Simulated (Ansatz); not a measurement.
C$_{3}$H$_{7}$B$_{2}$F (`C=CBB(C)F`). The species carries charge 0 and has multiplicity 1. The structure was optimised at the PBE0-D4/def2-TZVP level. It is one conformer, not always the lowest.

```xyz
13

C    -2.173    1.231   -1.176
C    -1.163    0.365   -1.025
B     0.028    0.691   -0.102
B     1.354   -0.318    0.178
C     1.451   -1.357    1.347
F     2.433   -0.214   -0.615
H    -3.019    1.042   -1.831
H    -2.177    2.175   -0.638
H    -1.214   -0.564   -1.591
H    -0.043    1.742    0.483
H     1.991   -2.258    1.042
H     2.042   -0.896    2.150
H     0.489   -1.639    1.779
```

Q: What is the dipole moment at PBE/def2-TZVPP? (Estimate.)

A: Computed: 1.79 D, with components (-1.77, -0.18, 0.19) D in this frame, pointing from negative to positive charge.

Q: And with r2SCAN, B3LYP, ωB97M-V? (Best estimate.)

A: Ansatz gave: r2SCAN 1.82 D, B3LYP 1.85 D, ωB97M-V 1.79 D.

Q: Give the Mulliken charges with PBE, r2SCAN, B3LYP in def2-TZVPP. (Estimate.)

A: Ansatz gave: 
```json
{"atom": "C1", "PBE": "-0.10", "r2SCAN": "-0.05", "B3LYP": "-0.13"}
{"atom": "C2", "PBE": "-0.15", "r2SCAN": "-0.20", "B3LYP": "-0.18"}
{"atom": "B3", "PBE": "-0.10", "r2SCAN": "-0.01", "B3LYP": "-0.07"}
{"atom": "B4", "PBE": "0.27", "r2SCAN": "0.34", "B3LYP": "0.30"}
{"atom": "C5", "PBE": "-0.34", "r2SCAN": "-0.25", "B3LYP": "-0.32"}
{"atom": "F6", "PBE": "-0.20", "r2SCAN": "-0.26", "B3LYP": "-0.24"}
{"atom": "H7", "PBE": "0.10", "r2SCAN": "0.08", "B3LYP": "0.12"}
{"atom": "H8", "PBE": "0.10", "r2SCAN": "0.09", "B3LYP": "0.11"}
{"atom": "H9", "PBE": "0.09", "r2SCAN": "0.07", "B3LYP": "0.09"}
{"atom": "H10", "PBE": "0.01", "r2SCAN": "-0.01", "B3LYP": "0.01"}
{"atom": "H11", "PBE": "0.11", "r2SCAN": "0.07", "B3LYP": "0.10"}
{"atom": "H12", "PBE": "0.11", "r2SCAN": "0.07", "B3LYP": "0.10"}
{"atom": "H13", "PBE": "0.10", "r2SCAN": "0.06", "B3LYP": "0.10"}
```

B3LYP here is the variant with VWN-RPA as its local correlation; programs differ in this.
